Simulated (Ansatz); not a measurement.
Gas-phase electronic energies from Ansatz, PBE0-D4/def2-TZVP geometries. CBS: MP2 limit from def2 TZ/QZ plus the TZ coupled-cluster correction, frozen cores. Each species was taken in one conformer, which may not be the lowest.

Reaction (isomerisation): `CO[SiH](F)O[SiH2]Cl` → `O[Si](O)(F)C[SiH2]Cl`

```tsv
species	MP2/CBS(def2) energy (Eh)
`CO[SiH](F)O[SiH2]Cl`	-1329.90302
`O[Si](O)(F)C[SiH2]Cl`	-1329.90857
```

Question: Work out ΔE.

Answer: ΔE = (-1329.90857) − (-1329.90302) = -0.00555 Eh = -14.6 kJ/mol. CCSD(T)/CBS gives -8.8 kJ/mol.

Largest T1 diagnostic among the species: 0.011.

In def2-TZVPP, CCSD(T) changes the Hartree–Fock value by −37.9 kJ/mol (the triples alone add −4.5 kJ/mol) and MP2 by −43.6 kJ/mol. The D4 term adds −5.5 kJ/mol with B3LYP and −2.5 kJ/mol with PBE0; it sums over pairs of atoms, weighted by their polarisabilities, and B3LYP, whose exchange is more repulsive, gets the larger term.

B3LYP here is the variant with VWN-RPA as its local correlation; programs differ in this.
